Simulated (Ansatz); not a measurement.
Coupled-cluster diagnostics for K₃⁻ (the lowest singlet isomer of a short search), Ansatz.

Geometry of the singlet (B3LYP/def2-TZVPD):

```xyz
3

K    -2.546   -3.348   -0.983
K     0.000   -0.001    0.000
K     2.546    3.349    0.983
```

Correlated methods freeze 15 core orbitals; core or outer-core shells of K are correlated, in sets that lack core-valence functions. At PBE0/def2-TZVPD a broken-symmetry singlet of charge -1 lies 0.37 eV below the triplet, each at its own geometry. In the quintet geometry the species has come apart into loosely held pieces. At PBE0/def2-TZVPD a broken-symmetry singlet of charge -1 lies 1.14 eV below the quintet, each at its own geometry. The structure comes from a short search, and lower isomers may exist.

Geometry of the charge -1 triplet (B3LYP/def2-TZVPD):

Cartesian coordinates in Å:
```
K 0.977 4.296 -1.483
K 0.000 0.000 0.000
K -0.978 -4.296 1.483
```

Geometry of the charge -1 quintet (B3LYP/def2-TZVPD):

Cartesian coordinates in Å:
```
K -0.028 -5.282 2.104
K 0.000 0.000 0.000
K 0.028 5.282 -2.105
```

(1) Estimate the CCSD(T) correlation energy, the shares of MP2 and (T), T1 and the reference's ⟨S²⟩ for: charge -1, singlet, own geometry in def2-TZVPPD; charge -1, triplet, own geometry in def2-TZVPPD; charge -1, quintet, own geometry in def2-TZVPPD; charge 0, doublet, vertical in def2-TZVPPD; and the rough time on 4 threads of Arm Neoverse V2 on a shared host.

Results:

(1) 
```
                           state        basis  correlation (eV)  MP2 share (%)  (T) share (%)     T1  ⟨S²⟩ (pure)  wall time                      remarks
charge -1, singlet, own geometry  def2-TZVPPD           -15.549           90.7            1.9  0.018  0.00 (0.00)        5 s      restricted SCF unstable
charge -1, triplet, own geometry  def2-TZVPPD           -14.740           89.8            1.7  0.059  2.60 (2.00)      9.5 s  large T1, spin-contaminated
charge -1, quintet, own geometry  def2-TZVPPD           -14.155           91.4            1.3  0.021  6.00 (6.00)      7.5 s                            –
     charge 0, doublet, vertical  def2-TZVPPD           -14.761           91.0            1.6  0.035  1.18 (0.75)      7.5 s            spin-contaminated
```
Customary marks for T1 are 0.02 (closed shells), 0.045 (open shells) and about 0.05 (3d metals). T1 exceeds 0.02 in 3 of 4 rows and 0.045 in 1; the higher it lies, the less the single-reference result can be trusted.
